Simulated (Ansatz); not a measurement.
A nudged elastic band was laid between two geometries of AlH6NO + H3N (13 atoms, charge 0, multiplicity 1).

These are results of RKS PBE0-D4/def2-SVP (Ansatz 0.2.0), not measurements.

- movable images: 2
- climbing image: no
- spring: 5.0 eV/Å²
- optimiser: quadratic models (default)
- start path: through a guess of the saddle point
- force threshold: 0.05 eV/Å
- iteration limit: 60
- end points: relaxed

Image 0:

```xyz
13
Properties=species:S:1:pos:R:3
Al -1.483 -0.339 -0.725
N 0.356 -1.160 -0.613
H -1.656 -0.021 -2.292
H -2.436 -1.453 -0.065
H 0.594 1.176 0.942
O -1.148 1.067 0.303
H 0.973 -0.532 -0.018
N 1.550 0.787 1.009
H 0.794 -1.261 -1.529
H 0.340 -2.086 -0.184
H -1.850 1.687 0.512
H 2.201 1.490 0.665
H 1.763 0.646 1.996
```

Image 3:

```xyz
13
Properties=species:S:1:pos:R:3
Al -1.539 -0.369 -0.734
N 0.364 -1.094 -0.600
H -1.725 -0.138 -2.311
H -2.406 -1.507 -0.009
H 0.591 1.236 0.979
O -1.151 1.055 0.228
H 0.877 -0.438 0.015
N 1.566 1.147 1.290
H 0.840 -1.123 -1.502
H 0.422 -2.026 -0.188
H -1.788 1.738 0.445
H 2.228 1.193 0.523
H 1.721 0.327 1.864
```

Question: What changes between the two ends?

Answer: No bond is made or broken.

Question: What energy profile does the band end with?

Answer: The forces met the threshold. The highest image is number 3 of 0 to 3, 0.40 eV above the first end and 0.00 eV above the last; the last end lies 0.40 eV above the first. The highest image is an end point: on this band no image between the ends rises above it. So few images can step over the top or miss a turn of the path.

```tsv
image	path coordinate (Å)	energy (eV)
0	0.00	0.00
1	0.31	0.02
2	0.62	0.31
3	0.93	0.40
```

The band took 8 iterations and about 50 core-seconds.

Run time: 26 s on 2 threads of Intel(R) Xeon(R) 6975P-C (Granite Rapids) (shared host), peak memory 0.24 GiB.
